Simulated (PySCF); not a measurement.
## Two-component Hartree-Fock for Sr²²⁺ (strontium, charge +22)

Start: [Ne] 3s2 3p4; 3p1/2 filled at m_j = -1/2, +1/2; 3p3/2 filled at m_j = +1/2, +3/2. Calculated with PySCF 2.14 in an even-tempered Gaussian basis (19 s from 2.7 bohr⁻², ratio 2.4; 13 p from 3.5 bohr⁻², ratio 2.4; 5 d from 15 bohr⁻², ratio 2.6; 4 f from 23 bohr⁻², ratio 2.6): generalised Hartree-Fock with the X2C-1e Hamiltonian and a Gaussian nucleus; one run each with spin-orbit coupling (SO) switched off, then screened by Boettger's factors.

```tsv
spinor shell	electrons	ε, spin-free (eV)	ε, screened SO (eV)	weight of nominal j (screened SO)	rms radius, screened SO (bohr)
1s1/2	2	-17143.3	-17142.0	1.000	0.0450
2s1/2	2	-3181.1	-3180.4	1.000	0.184
2p1/2	2	-2927.4	-2976.8	0.999	0.161
2p3/2	4	-2927.4	-2903.2	1.000	0.165
3s1/2	2	-1125.0	-1124.8	1.000	0.461
3p1/2	2	-1045.6	-1054.2	0.906	0.451
3p3/2	2	-1045.6	-1040.5	0.922	0.457
```

| quantity | spin-free | screened SO |
| --- | --- | --- |
| E (hartree) | -2878.42350 | -2878.97178 |
| M_J | 2 | 2 |
| ⟨J²⟩ | 6.001 | 6.004 |
| ⟨L²⟩ | 2.001 | 2.725 |
| ⟨S²⟩ | 2.000 | 1.643 |

Each row is a mean over spinors that exchange with the open shell spreads, by up to 20.531 eV (3s1/2).

Breit and QED terms are absent; they matter most for the inner s and p1/2 levels.

Densities and radii are taken from the X2C orbitals without a picture-change correction, which distorts them close to the nucleus.

Without spin-orbit coupling the j labels of p, d and f shells carry no meaning; the spin-free column gives the mean over the occupied spinors of each nl shell.
